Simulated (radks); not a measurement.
Polarisability of the argon ion Ar2+, [Ne] 3s2 3p4, at imaginary frequency. Method: scalar-relativistic Kohn-Sham, LDA (Slater exchange, VWN5 correlation), spin-unpolarised, spherical densities, finite nucleus; Fermi nuclear charge, rms radius 3.4274 fm; computed with a radial shooting solver on a logarithmic mesh with Libxc functionals. Response by self-consistent Sternheimer equations with the Hartree and adiabatic LDA kernel, the relativistic mass of each level held fixed and spin-orbit coupling left out.

| w (hartree) | alpha1(iw) (bohr^3) |
|---|---|
| 0.00266 | 4.843 |
| 0.0143 | 4.842 |
| 0.0360 | 4.836 |
| 0.0697 | 4.816 |
| 0.118 | 4.766 |
| 0.186 | 4.656 |
| 0.280 | 4.441 |
| 0.413 | 4.052 |
| 0.605 | 3.429 |
| 0.892 | 2.581 |
| 1.35 | 1.658 |
| 2.12 | 0.8858 |
| 3.59 | 0.3895 |
| 6.94 | 0.1377 |
| 17.5 | 0.03235 |

Static values: alpha1 = 4.843 bohr^3 (0.7176 angstrom^3; uncoupled 7.832). C6 = 17.03, triple-dipole C9 = 60.74 atomic units. One-pole (London) frequency 4 C6 / (3 alpha1^2) = 0.968 hartree, against 1.305 for minus the highest occupied eigenvalue.
